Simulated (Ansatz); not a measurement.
`N[SiH](O)[Si](N)(O)O` + `NS` → `N[Si](N)(O)O` + `N[SiH](O)S`  (formal exchange of groups at the Si–Si bond)

Program: Ansatz. Geometries: PBE0-D4/def2-TZVP. ΔE: electronic, gas phase. CCSD(T)/CBS adds triple-zeta CCSD(T) − MP2 to the extrapolated MP2 energy (def2 sets, frozen cores). This one scheme is used for every species. Functionals use def2-TZVPP. B3LYP here is the variant with VWN-RPA as its local correlation; programs differ in this. One conformer a species, not always the lowest.

Q: Is it downhill or uphill in electronic energy at CCSD(T)/CBS, and by how much? (Estimate.)

A: Computed: Downhill: ΔE = -62.1 kcal/mol.

Q: What do these levels give: PBE-D4, PBE0-D4, B3LYP-D4, ωB97X-V, PBE, r2SCAN, B3LYP, HF/def2-TZVPP, CCSD/def2-TZVPP, MP2/def2-QZVPP, SCS-MP2/def2-QZVPP, MP2/CBS(def2)? (An estimate is asked.)

A: The calculation gave: PBE-D4 -54.7, PBE0-D4 -58.5, B3LYP-D4 -58.8, ωB97X-V -59.4, PBE -55.1, r2SCAN -61.8, B3LYP -59.3, HF/def2-TZVPP -66.3, CCSD/def2-TZVPP -62.6, MP2/def2-QZVPP -65.2, SCS-MP2/def2-QZVPP -63.7, MP2/CBS(def2) -65.3 kcal/mol.

Largest T1 diagnostic among the species: 0.012.

From PBE to PBE0 (25 % exact exchange), in def2-TZVPP and without D4, ΔE moves by −3.8 kcal/mol. In def2-TZVPP, CCSD(T) changes the Hartree–Fock value by +4.5 kcal/mol (the triples alone add +0.8 kcal/mol) and MP2 by +1.3 kcal/mol.
